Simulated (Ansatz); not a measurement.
`CO[Si](F)(F)SC` + H₂S → `CO[Si](F)(F)S` + CH₃SH  (ligand exchange at the Si–S bond)

Gas-phase electronic energies from Ansatz, PBE0-D4/def2-TZVP geometries. CCSD(T)/CBS adds triple-zeta CCSD(T) − MP2 to the extrapolated MP2 energy (def2 sets, frozen cores). This one scheme is used for every species. DFT in def2-TZVPP. One conformer a species, not always the lowest.

```
             level  ΔE (kJ/mol)
         r2SCAN-D4          3.5
            B2PLYP          0.3
SCS-MP2/def2-QZVPP          2.0
     MP2/CBS(def2)          3.7
```

**Question.** What does CCSD(T)/CBS give? (An estimate is asked.)

**Answer.** Ansatz gave: +3.2 kJ/mol. The listed levels differ from it by 0.3, -2.9, -1.2, 0.5 kJ/mol.

Largest T1 diagnostic among the species: 0.012.

In def2-TZVPP, CCSD(T) changes the Hartree–Fock value by +5.4 kJ/mol (the triples alone add +1.2 kJ/mol) and MP2 by +5.9 kJ/mol. The D4 term adds +5.9 kJ/mol with B3LYP and +3.5 kJ/mol with PBE0; it sums over pairs of atoms, weighted by their polarisabilities, and B3LYP, whose exchange is more repulsive, gets the larger term.

B3LYP here is the variant with VWN-RPA as its local correlation; programs differ in this.
